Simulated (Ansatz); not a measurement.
Consider the substitution at a C–F bond: `CC(C)F` + `[NH2][InH][OH]` → `CC(C)[O][InH][NH2]` + H–F.

Calculated with Ansatz (gas phase, PBE0-D4/def2-TZVP geometries, no zero-point term in ΔE). CBS: MP2 limit from def2 TZ/QZ plus the TZ coupled-cluster correction, frozen cores. This one scheme is used for every species. DFT in def2-TZVPP. Elements past krypton have def2 core potentials. For In outer-core shells are correlated without core-valence functions, which leaves a few kJ/mol of doubt a bond. One conformer a species, not always the lowest.

Is it downhill or uphill in electronic energy at CCSD(T)/CBS, and by how much? (An estimate is asked.)

The calculation gave: Uphill: ΔE = +0.07 eV.

What do these levels give: B97M-V, CAM-B3LYP-D4, r2SCANh, LC-ωPBE, MP2/def2-SVP, MP2/CBS(def2)? (Best estimate.)

Computed: B97M-V 0.21, CAM-B3LYP-D4 0.22, r2SCANh 0.22, LC-ωPBE 0.25, MP2/def2-SVP 0.00, MP2/CBS(def2) 0.02 eV.

Largest T1 diagnostic among the species: 0.016.

Leaving LDA and LC-ωPBE aside and taking each functional with its dispersion term where it has one, the values, not all of them listed here, spread over 0.10 eV, from revPBE-D4 to CAM-B3LYP-D4. LDA lies −0.10 eV from PBE without D4. At CCSD(T), def2-SVP lies −0.04 eV from the extrapolated value and def2-TZVPP +0.01 eV.
